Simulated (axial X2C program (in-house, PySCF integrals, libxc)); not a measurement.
## CrSb: cheaper levels and CCSD(T), two-component

All values were computed with an axial X2C code built on PySCF integrals. Two-component (2c) means X2C with spin–orbit coupling and atomic mean-field two-electron Coulomb and Gaunt terms. Basis: Sb dyall-cv3z [11s12p8d4f1g], Cr dyall-cv3z [9s10p6d3f2g] (cores contracted in-house); Gaussian nuclei, density fitting, unrestricted open shells. Masses: Sb 120.904 u, Cr 51.941 u.

State: Ω = 7/2 (⟨Sz⟩ = 3.49, ⟨Lz⟩ = 0.01 at HF); fragments Sb + Cr.

```
level  Re (Å)  ωe (cm⁻¹)  De (eV)
 PBE0   2.730      203.6    0.991
   HF   2.851      177.5   -0.063
 CCSD   2.747      201.7    0.826
  PBE   2.732      200.5     1.15
```

Correlated methods: 11 electrons correlated (number of frozen shells: Sb 4 s, 3 p, 2 d; Cr 3 s, 2 p), 323 virtual spin orbitals or spinors in MP2, 90 natural virtuals in coupled cluster.

CCSD(T), same Hamiltonian and basis:

Re = 2.743 Å, ωe = 202.3 cm⁻¹, De = 0.91 eV; T1 = 0.030 (Lee–Taylor normalisation).

(1) Give the differences from CCSD(T) in the columns below.

The state is one determinant whose occupation by symmetry is held fixed; it was picked as the lowest of a PBE0 search that is not exhaustive. De is counted from the lowest determinant-based energies of the atoms at the same level, without counterpoise correction. Density functionals use the spin component along the axis (collinear). Coupled cluster ran in a truncated set of natural virtual spinors; the MP2 energy of the rest was added. (T) has no such correction and the atoms are truncated less, which lowers De at CCSD(T) by a hundredth of an eV or more. PBE0 can misorder states that lie within some tenths of an eV, so this need not be the ground state of the molecule. The nearest other 2c determinant of the search, Ω = 5/2, lies 0.16 eV up at the distance of the search. With several unpaired electrons one determinant need not be a pure state. At some level and bond length an empty orbital lies below a filled one. This is the top spin component of a Σ state; components of lower Ω are not single determinants and can lie lower. The determinant is spin-polarised beyond a pure state at some levels (its spin-free form has ⟨S²⟩ too high), which makes Re and μ there less reliable. With the outer-core shells frozen, correlated bond lengths of heavy atoms tend to come out a few hundredths of an ångström too long.

## Answers

(1) 

```
level  ΔRe (Å)  Δωe (cm⁻¹)  ΔDe (eV)
 PBE0   -0.013         1.3      0.08
   HF    0.108       -24.8     -0.97
 CCSD    0.004        -0.6     -0.08
  PBE   -0.011        -1.8      0.24
```
